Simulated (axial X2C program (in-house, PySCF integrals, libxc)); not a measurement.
## HoH⁺: the levels of the configuration f10 s1

Computed with an axial X2C code built on PySCF integrals: two-component X2C with atomic mean-field Coulomb and Gaunt terms, basis Ho dyall-v3z, H dyall-v3z (cores contracted in-house). Orbitals come from Hartree–Fock averaged over the configuration Ho f10 s1; CI then distributes these electrons over the f, s shells of Ho.

R = 1.889 Å (near the minimum of the configuration average).

Active spinors (ω > 0):

```
shell    ω  ε (eV)                    character
    f  5/2  -20.09                    100% Ho f
    f  3/2  -19.99                    100% Ho f
    f  1/2  -19.89                    100% Ho f
    f  7/2  -19.10                    100% Ho f
    f  5/2  -19.02                    100% Ho f
    f  3/2  -18.95                    100% Ho f
    f  1/2  -18.87                    100% Ho f
    s  1/2   -8.48  62% Ho s, 27% Ho d, 8% Ho p
```

Lowest levels of this model:

```tsv
Ω	energy (cm⁻¹)	g∥	configuration
17/2	0	21.91	100% f10 s1
15/2	330	19.14	100% f10 s1
13/2	494	16.60	100% f10 s1
11/2	565	14.08	100% f10 s1
9/2	609	11.51	100% f10 s1
7/2	655	8.92	100% f10 s1
5/2	705	6.34	100% f10 s1
3/2	750	3.79	100% f10 s1
1/2	777	1.26	100% f10 s1
15/2	2167	18.30	100% f10 s1
13/2	2291	15.75	100% f10 s1
11/2	2347	13.30	100% f10 s1
9/2	2388	10.88	100% f10 s1
7/2	2443	8.45	100% f10 s1
5/2	2509	6.03	100% f10 s1
3/2	2569	3.61	100% f10 s1
1/2	2604	1.20	100% f10 s1
15/2	5595	18.33	100% f10 s1
13/2	5731	15.45	100% f10 s1
11/2	5845	12.98	100% f10 s1
9/2	5930	10.71	100% f10 s1
7/2	5996	8.37	100% f10 s1
5/2	6053	5.97	100% f10 s1
3/2	6099	3.57	100% f10 s1
1/2	6126	1.19	100% f10 s1
13/2	6309	15.28	100% f10 s1
11/2	6382	12.79	100% f10 s1
9/2	6497	10.35	100% f10 s1
7/2	6593	8.02	100% f10 s1
5/2	6654	5.70	100% f10 s1
```

g∥ is the magnitude of 2⟨Lz + ge Sz⟩ for the +Ω component.

(1) From Ω and g∥ of the lowest level, whose 2⟨Lz + ge Sz⟩ is positive, find ⟨Sz⟩ and ⟨Lz⟩ (ge = 2.0023).

Occupations of the active spinors in the lowest level by ω, shell by shell in order of energy: -7/2: 0.00; -5/2: 0.93 0.07; -3/2: 0.85 0.15; -1/2: 0.76 0.24 0.00; 1/2: 1.00 1.00 1.00; 3/2: 1.00 1.00; 5/2: 1.00 1.00; 7/2: 1.00. The leading determinant has weight 0.60 among 34.

This point took 0.86 s on 1 thread of Intel(R) Xeon(R) 6975P-C (Granite Rapids) (shared host).

There is no dynamic correlation: spin–orbit spacings and, for f shells, spacings inside one term are the most reliable numbers, splittings between terms come out too wide, and energies between configurations are not reliable, so the lowest level need not be the ground state of the molecule. At most 4 roots were kept for each Ω > 0 (twice that for Ω = 0) within 2.2 eV of the lowest, so higher up levels can be missing between those listed; levels with Ω > 0 are doubly degenerate and listed once, Ω = 0 levels singly.

Answers

(1) Ω = ⟨Lz⟩ + ⟨Sz⟩ = 17/2 and ⟨Lz⟩ + ge⟨Sz⟩ = 10.955, so ⟨Sz⟩ = 2.45 and ⟨Lz⟩ = 6.05.
